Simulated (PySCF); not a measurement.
## A search over the determinants of NaPb⁺

Unrestricted PBE0; Na aug-cc-pVDZ, Pb aug-cc-pVDZ-PP with ECP60; scalar-relativistic core potentials (PySCF 2.14). Outer shells of the fragments: Na+ closed shells only; Pb 5d10 6s2 6p2.

Followed along the bond (rough minima from three points):

| 2Ms+1 | unpaired | ⟨S²⟩ at the start | R at minimum (Å) | Te (eV) |
| --- | --- | --- | --- | --- |
| 3 | σ ↑, π ↑ | 2.00 | 3.45 | 0.00 |
| 1 | σ ↑, π ↓ | 1.00 | 3.52 | 0.26 |
| 1 | none | 0.00 | 3.32 | 0.26 |
| 3 | π ↑↑ | 2.00 | none in the scan | ≤ 0.82 |
| 1 | π ↑↓ | 1.00 | none in the scan | ≤ 1.12 |

Solutions found at the starting distance of 3.070 Å, counted from the lowest of them; the search is not exhaustive and high or unbound solutions are not listed, so other states can lie among these:

| 2Ms+1 | unpaired | term | E (eV) | ⟨S²⟩ | ⟨Lz²⟩ | μ (D) |
| --- | --- | --- | --- | --- | --- | --- |
| 3 | σ ↑, π ↑ | ³Π | 0.00 | 2.00 | 1.00 | -9.10 |
| 1 | none | ¹Σ⁺ | 0.24 | 0.00 | 0.00 | -7.71 |
| 1 | σ ↑, π ↓ | mixed | 0.29 | 1.00 | 1.00 | -8.99 |
| 3 | π ↑↑ | ³Σ⁻ | 0.89 | 2.00 | 0.00 | -10.39 |
| 1 | π ↑↓ | mixed | 1.19 | 1.00 | 2.01 | -10.29 |
| 1 | none | mixed | 1.95 | 0.00 | 2.00 | -9.95 |

A term symbol is given only where ⟨S²⟩ and ⟨Lz²⟩ are close to those of a pure state; real π, δ and φ orbitals otherwise mix terms. A positive dipole points towards Pb; it is taken about the centre of mass and depends on that origin.

These are scalar-relativistic numbers at best; spin–orbit coupling would shift them, the dissociation energy most.
